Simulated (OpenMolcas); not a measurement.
Tc4+ (d3) among equal point charges was computed by CASSCF with the d shell active (OpenMolcas, ANO-RCC-VTZP on the metal). Its lowest spin-free states, and all those of the highest spin:

| 2S+1 | Degeneracy | E (cm-1) |
| --- | --- | --- |
| 4 | 1 | 0.0 |
| 4 | 1 | 3295 |
| 4 | 2 | 5356 |
| 4 | 2 | 7328 |
| 4 | 1 | 7998 |
| 4 | 1 | 15824 |
| 2 | 2 | 15902 |
| 2 | 1 | 16012 |
| 2 | 2 | 17456 |
| 2 | 1 | 18807 |
| 2 | 2 | 19521 |
| 2 | 1 | 19600 |
| 4 | 2 | 23543 |

Question: Is the site octahedral, tetrahedral or cube-like, axial, or of lower symmetry?

Answer: The states with 2S+1 = 4 have orbital degeneracies 1, 1, 2, 2, 1, 1, 2. There are pairs but no triples, so the site is axial: not cubic, but with a proper or improper axis of order three or more. The run had Tc4+ among 6 point charges of -1.7 e arranged as a trigonal antiprism (D3d), 2.28 Å from the ion, with a polar angle of 64.0° against the regular 54.74°.

Without dynamic correlation the repulsion within the d shell is too large (B by tens of per cent), so at a given field states of lower spin stand too high. This is an electrostatic model: the charges have no orbitals. No measured value stands beside these numbers.
